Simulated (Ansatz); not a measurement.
`NC[SiH](Cl)I`, charge 0, multiplicity 1.

Task: Give a relaxed structure at PBE0-D4/def2-TZVP (Ansatz 0.2.0). (Best estimate.)

Result: Ansatz gave: 
```xyz
10

N    -0.118    0.874    1.267
C     0.632   -0.006    0.386
Si   -0.452   -0.473   -1.069
Cl    0.694   -1.439   -2.472
I    -2.276   -1.909   -0.353
H    -0.222    1.798    0.868
H     0.334    0.977    2.165
H     1.587    0.393    0.009
H     0.867   -0.934    0.914
H    -1.047    0.719   -1.715
```
This is one stationary point; other conformers may exist.
